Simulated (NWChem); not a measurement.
System: CHCl, singlet; SMILES [CH]Cl

```xyz
3

C      0.1185     1.2006     0.0000
Cl     0.0159    -0.5107     0.0000
H     -0.9822     1.4785     0.0000
```
Atoms are numbered in this order, from 1.

Low-valent species are run as closed-shell singlets; no triplet was tried in these runs. Structure relaxed at the PBE-D3(BJ)/def2-SVP level.

Symmetry labels are those of Cs in the frame above (b1 and b2, or b-type labels, depend on it).

Task: List the 4 lowest vertical singlet excitations from CAM-B3LYP/6-31+G* (spherical d), TDA (NWChem).

Result: 
| state | energy (eV) | oscillator strength | symmetry | leading excitation (squared amplitude) |
|---|---|---|---|---|
| S1 | 2.03 | 0.009 | a" | HOMO → LUMO (0.99) |
| S2 | 5.51 | 0.009 | a" | HOMO−1 → LUMO (0.99) |
| S3 | 6.04 | 0.021 | a' | HOMO → LUMO+2 (0.84) |
| S4 | 6.63 | 0.004 | a' | HOMO → LUMO+1 (0.84) |
